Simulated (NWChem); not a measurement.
Molecule: iminoborane (BNH2); SMILES B=N

```xyz
4

B      0.0001     0.6867     0.0000
N      0.0002    -0.5459     0.0000
H     -0.0002     1.8583     0.0000
H      0.0032    -1.5374     0.0000
```
Atoms are numbered in this order, from 1.

Program: NWChem. The geometry was optimised at PBE0-D3(BJ)/def2-TZVP. GIAO values for the isolated, static molecule; σ is the absolute isotropic shielding.

For level PBE0/cc-pVDZ:

```yaml
"σ B1 (ppm)": 118.7
"σ N2 (ppm)": 177.2
```

What are these values for level PBE0/cc-pVTZ?


- σ B1 (ppm): 110.0
- σ N2 (ppm): 163.7
